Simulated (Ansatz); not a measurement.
1,2-elimination

Start structure (Si₂NH₆F, singlet), relaxed at PBE0-D4/def2-TZVP:

```
atom    x (Å)    y (Å)    z (Å)
 Si1   0.5594   0.6703  -0.1063
  F2   2.0346   0.3552  -0.6716
  N3  -0.5848   1.0194  -1.3147
  H4  -0.9868   0.3014  -1.8941
  H5   0.7057   1.8960   0.7171
 Si6  -0.1478  -1.2273   1.0675
  H7  -0.6372   1.9253  -1.7511
  H8  -1.3201  -0.8881   1.9182
  H9   0.9354  -1.7656   1.9320
 H10  -0.5583  -2.2866   0.1032
```

The step: Si₂NH₆F ([NH2][SiH]([F])[SiH3]) → Si₂NH₅ ([NH][SiH][SiH3]) + HF; bonds formed: F2–H4; bonds broken: Si1–F2, N3–H4. Ansatz 0.2.0; basis: def2-TZVPP and def2-QZVPP; cores frozen in the correlated methods. Extrapolation: Hartree–Fock as exp(−7.88 √X), correlation as X^−2.97. Energies below are by CCSD(T) at an estimated basis limit (MP2 extrapolated from triple and quadruple zeta, plus CCSD(T) − MP2 in triple zeta).

What are the electronic barrier and the energy of the step, from the start structure to the end structure? (Judge from chemistry; the value comes from the calculation.)

Computed: Barrier 81.24 kcal/mol; step energy 71.49 kcal/mol (uphill); reverse barrier, their difference, 9.75 kcal/mol. Barrier and step energy count from the start structure, the reverse barrier from the end structure.

The saddle point: One imaginary mode of 245i cm⁻¹.
```json
{"pair": "F2–H4", "start (Å)": "3.26", "saddle (Å)": "1.01", "end (Å)": "0.98"}
{"pair": "Si1–F2", "start (Å)": "1.61", "saddle (Å)": "2.31", "end (Å)": "3.16"}
{"pair": "N3–H4", "start (Å)": "1.01", "saddle (Å)": "1.60", "end (Å)": "1.57"}
```

Zero-point energy (harmonic, PBE0-D4): ZPE is 39.45 kcal/mol at the start and 36.38 kcal/mol at the saddle, so the barrier goes from 81.24 to 78.17 kcal/mol.

First-order rate constant out of the start structure at 498 K by transition-state theory, with harmonic vibrational free energies alone and no tunnelling: ΔA‡ = 78.11 kcal/mol, so k = (kB T/h) exp(−ΔA‡/kB T) ≈ 10^-21 s⁻¹ (an order of magnitude at best: rotation, the number of equivalent paths and anharmonicity are left out).

The T1 diagnostic stays at or below 0.017.

Labels in which every atom is bracketed show which atoms are joined, not bond orders.

For scale, one of the runs: CCSD(T)/def2-TZVPP, 230 basis functions (an equivalent command: `ansatz run in.yaml --threads 4`). The run took 35 s on 4 CPU threads (shared host), with 4.2 GiB of host memory at its peak.
